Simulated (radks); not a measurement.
Excited configurations of S VI: one electron is placed in a higher orbital outside [Ne]. The ground configuration is [Ne] 3s1. All-electron calculation, non-relativistic Kohn-Sham, PBE, spin-unpolarised, spherical densities, point nucleus. Program: a radial shooting solver on a logarithmic mesh with Libxc functionals. Excitation = E - E(ground); binding = E(ion) - E, where the ion is the core of charge +6; n* = 6/sqrt(2 binding) in atomic units, and the quantum defect is n - n*.

| outer orbital | excitation (eV) | binding (eV) | quantum defect | eigenvalue (eV) | <r> (bohr) |
|---|---|---|---|---|---|
| 3d | 30.338 | 57.531 | 0.082 | -50.807 | 1.600 |
| 4s | 44.175 | 43.694 | 0.652 | -40.408 | 2.833 |
| 4d | 55.008 | 32.862 | 0.139 | -29.953 | 3.241 |
| 4f | 57.309 | 30.560 | -0.003 | -27.470 | 2.984 |
| 5d | 66.861 | 21.008 | 0.171 | -19.377 | 5.374 |
| 5f | 67.948 | 19.921 | 0.041 | -18.217 | 5.171 |
| 6s | 70.517 | 17.353 | 0.687 | -16.185 | 7.126 |
| 6p | 71.693 | 16.176 | 0.497 | -15.065 | 7.489 |
| 6d | 73.312 | 14.557 | 0.199 | -13.514 | 7.997 |
| 7p | 76.207 | 11.663 | 0.519 | -10.895 | 10.46 |
| 7f | 77.550 | 10.319 | 0.111 | -9.584 | 11.00 |

The Delta-SCF ionisation energy is 87.869 eV (NIST Atomic Spectra Database: 88.053 eV, measured). Self-interaction in the functional shifts the binding energies and quantum defects, so they are the method's values and not measured ones. Spin polarisation and multiplet splitting are left out, so open shells lie too high by an amount that depends on their filling.

Beside tabulated values, note that spin-unpolarised runs miss the spin-polarisation part of the exchange energy of open shells.
